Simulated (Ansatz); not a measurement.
Reaction (formal exchange of groups at the Se–C bond): `C=[C]([GeH3])[SeH]` + `[F][InH][Cl]` → `[F][In]([Cl])[SeH]` + `C=[CH][GeH3]`

Gas-phase electronic energies from Ansatz, PBE0-D4/def2-TZVP geometries. CBS: MP2 limit from def2 TZ/QZ plus the TZ coupled-cluster correction, frozen cores. Functionals use def2-TZVPP. B3LYP here is the variant with VWN-RPA as its local correlation; programs differ in this. def2 core potentials past Kr. For Ge, In, Se outer-core shells are correlated without core-valence functions, which leaves a few kJ/mol of doubt a bond. Scalar relativity is left out up to krypton. Each species was taken in one conformer, which may not be the lowest.

(1) Is it downhill or uphill in electronic energy at CCSD(T)/CBS, and by how much? (An estimate is asked.)

(2) What do these levels give: PBE-D4, B3LYP-D4, ωB97X-V, ωB97M-V, B2PLYP, B3LYP, HF/def2-TZVPP, MP2/def2-TZVPP, SCS-MP2/def2-TZVPP, HF/def2-QZVPP, MP2/def2-QZVPP, SCS-MP2/def2-QZVPP? (Estimate.)

Largest T1 diagnostic among the species: 0.015.

Answers

(1) The calculation gave: Downhill: ΔE = -32.9 kcal/mol.

(2) Computed: PBE-D4 -30.4, B3LYP-D4 -32.0, ωB97X-V -31.6, ωB97M-V -31.9, B2PLYP -32.9, B3LYP -33.6, HF/def2-TZVPP -37.1, MP2/def2-TZVPP -31.2, SCS-MP2/def2-TZVPP -31.4, HF/def2-QZVPP -37.0, MP2/def2-QZVPP -32.0, SCS-MP2/def2-QZVPP -32.2 kcal/mol.

From PBE to PBE0 (25 % exact exchange), in def2-TZVPP and without D4, ΔE moves by −1.3 kcal/mol. In def2-TZVPP, CCSD(T) changes the Hartree–Fock value by +5.7 kcal/mol (the triples alone add +0.8 kcal/mol) and MP2 by +5.8 kcal/mol. The D4 term adds +1.6 kcal/mol with B3LYP and +0.8 kcal/mol with PBE0; it sums over pairs of atoms, weighted by their polarisabilities, and B3LYP, whose exchange is more repulsive, gets the larger term.
